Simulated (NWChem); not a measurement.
System: C4H4BrF; SMILES BrC[C@H](F)C#C

```xyz
10

C     -0.7731    -3.5701    -0.0285
C     -0.2904    -2.4733     0.1374
C      0.2652    -1.1332     0.3401
F      1.5692    -1.0892    -0.0783
C     -0.5542    -0.1107    -0.4270
Br     0.0537     1.6950    -0.0921
H     -1.1933    -4.5489    -0.1743
H      0.2466    -0.8906     1.4179
H     -0.4662    -0.2915    -1.5061
H     -1.6089    -0.1636    -0.1302
```
Atoms are numbered in this order, from 1.

Level: PBE0/def2-SVP (NWChem), optimised geometry, unscaled harmonic frequencies. This build's default masses of Se (78.918 u) and Br (79.917 u) are each other's, which moves their modes by up to 0.6 %.

| frequency (cm⁻¹) | IR intensity (km/mol) |
|---|---|
| 82 | 1.0 |
| 127 | 0.3 |
| 182 | 1.0 |
| 267 | 3.7 |
| 389 | 3.6 |
| 491 | 16.4 |
| 572 | 8.5 |
| 704 | 49.9 |
| 711 | 25.4 |
| 745 | 27.9 |
| 844 | 4.3 |
| 963 | 14.9 |
| 1051 | 28.4 |
| 1142 | 76.8 |
| 1199 | 33.2 |
| 1234 | 16.8 |
| 1342 | 0.7 |
| 1371 | 21.6 |
| 1431 | 11.0 |
| 2251 | 7.6 |
| 3072 | 8.0 |
| 3126 | 4.3 |
| 3208 | 0.1 |
| 3486 | 76.7 |

```json
{
  "zero_point_energy": "42.9 kcal/mol",
  "thermal correction to the enthalpy at 298.15 K (with zero-point energy)": "47.6 kcal/mol",
  "heat capacity Cv": "22.0 cal/(mol K)",
  "entropy at 298.15 K and 1 atm (symmetry number 1)": "83.6 cal/(mol K)",
  "dipole_moment": "2.65 D"
}
```

Rigid rotor and harmonic oscillator; modes under 100 cm⁻¹ make the entropy uncertain.
